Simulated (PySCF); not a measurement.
Cartesian coordinates in Å; atom numbers follow the order of the lines, from 1:
```xyz
23

C    -1.3276    0.2777    1.6471
C    -1.2748    0.1612    0.1262
C    -2.3861    0.9932   -0.5088
C    -1.3679   -1.2521   -0.3065
N    -0.9676   -2.2003    0.4208
Si    0.4497    0.7607   -0.5160
C     1.8170   -0.1552    0.4157
Si    3.5313   -0.0998   -0.3932
H    -1.1144    1.2961    1.9654
H    -2.3173    0.0027    2.0097
H    -0.6080   -0.3988    2.0966
H    -2.3536    0.9295   -1.5950
H    -3.3642    0.6469   -0.1736
H    -2.2833    2.0389   -0.2274
H    -1.7634   -1.3870   -1.3263
H    -1.0404   -3.1268    0.0069
H     0.5074    0.5165   -1.9645
H     0.5103    2.2105   -0.2856
H     1.8951    0.2607    1.4204
H     1.5147   -1.1953    0.5440
H     3.9509    1.2945   -0.5482
H     3.4931   -0.7403   -1.7087
H     4.4943   -0.8066    0.4571
```

PySCF 2.14 calculation with GFN2-xTB structure and PBE0/pcSseg-1 with gauge-including orbitals; one averaged value for each set of equivalent atoms, no relativistic terms, isolated molecule, one conformer.

Chemical shifts δ = σref − σ; TMS for ¹³C (σref 186.93), ¹H (σref 31.72), ²⁹Si (σref 349.16); ¹⁵N (σref 267.73) against NH3, all at this level.

```json
{"atoms": "C2", "nucleus": "¹³C", "count": "1", "Hirshfeld charge": "-0.06", "δ (ppm)": "35.4"}
{"atoms": "Si6", "nucleus": "²⁹Si", "count": "1", "Hirshfeld charge": "0.34", "δ (ppm)": "?"}
{"atoms": "Si8", "nucleus": "²⁹Si", "count": "1", "Hirshfeld charge": "0.31", "δ (ppm)": "?"}
{"atoms": "H19/H20", "nucleus": "¹H", "count": "2", "Hirshfeld charge": "0.04", "δ (ppm)": "0.08"}
{"atoms": "H16", "nucleus": "¹H", "count": "1", "Hirshfeld charge": "0.11", "δ (ppm)": "10.51"}
{"atoms": "N5", "nucleus": "¹⁵N", "count": "1", "Hirshfeld charge": "-0.22", "δ (ppm)": "345.0"}
{"atoms": "C1/C3", "nucleus": "¹³C", "count": "2", "Hirshfeld charge": "-0.12", "δ (ppm)": "?"}
{"atoms": "H9/H10/H11/H12/H13/H14", "nucleus": "¹H", "count": "6", "Hirshfeld charge": "0.04", "δ (ppm)": "?"}
{"atoms": "H17/H18", "nucleus": "¹H", "count": "2", "Hirshfeld charge": "-0.08", "δ (ppm)": "3.93"}
{"atoms": "H21/H22/H23", "nucleus": "¹H", "count": "3", "Hirshfeld charge": "-0.08", "δ (ppm)": "3.91"}
{"atoms": "C4", "nucleus": "¹³C", "count": "1", "Hirshfeld charge": "0.05", "δ (ppm)": "183.4"}
{"atoms": "C7", "nucleus": "¹³C", "count": "1", "Hirshfeld charge": "-0.25", "δ (ppm)": "-17.9"}
{"atoms": "H15", "nucleus": "¹H", "count": "1", "Hirshfeld charge": "0.04", "δ (ppm)": "8.42"}
```

Q: Complete the table.

A: 
- C1/C3: 23.1 ppm, carbon bonded to C, 3 H
- H9/H10/H11/H12/H13/H14: 1.30 ppm, hydrogen on a carbon bonded to C
- Si6: -28.3 ppm, silicon bonded to 2 C, 2 H
- Si8: -75.3 ppm, silicon bonded to C, 3 H

The OH or NH signal is concentration- and solvent-dependent in practice; the value given is the gas-phase one. Shifts are as computed. Against solution values, carbons near 30 ppm lie about +3 ppm off and those near 130 ppm about +5 ppm. Of 1211 compounds with measured shifts, 218 miss one by over three times the rms of a fit or turn the order of signals round; such compounds aren't used in these exercises. Experimental scales use liquid or dissolved standards, which lie at an offset from isolated NH3 (liquid NH3: subtract about 20 ppm). Unscaled 15N shifts of sp2 nitrogen come out 20 to 40 ppm too high even then.
